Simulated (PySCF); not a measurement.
## Electronic structure of Mg (magnesium, neutral) at the MN15 level

Configuration: [Ne] 3s2, closed-shell 1S. Calculation: PySCF 2.14, in 6-31G*; no relativity, point nucleus.

| Item | Value |
| --- | --- |
| Total energy | -199.9525 hartree |
| One-electron energy | -279.3339 hartree |
| Hartree (Coulomb) energy | 95.7126 hartree |
| Exchange-correlation energy | -16.3312 hartree |
| Kinetic energy | 199.35466 hartree |
| ⟨S²⟩ | 0.0000 |
| ⟨L²⟩ | 0.000 |
| Sum of ⟨r⟩ | 12.18 bohr |
| Sum of ⟨r²⟩ | 28.77 bohr² |
| Density at the nucleus (Gaussians lack the cusp) | 1020 bohr⁻³ |
| Langevin diamagnetic susceptibility | -22.8 ×10⁻⁶ cm³/mol |
| Time after the integrals | 0.17 s of wall time on 1 thread of Neoverse-V1 (shared host) |

| shell | electrons | mean orbital energy (hartree) | rms radius, mean of both spins (bohr) |
| --- | --- | --- | --- |
| 1s | 2 | -46.13786 | 0.152 |
| 2s | 2 | -3.05468 | 0.767 |
| 2p | 6 | -1.90016 | 0.779 |
| 3s | 2 | -0.20699 | 3.46 |
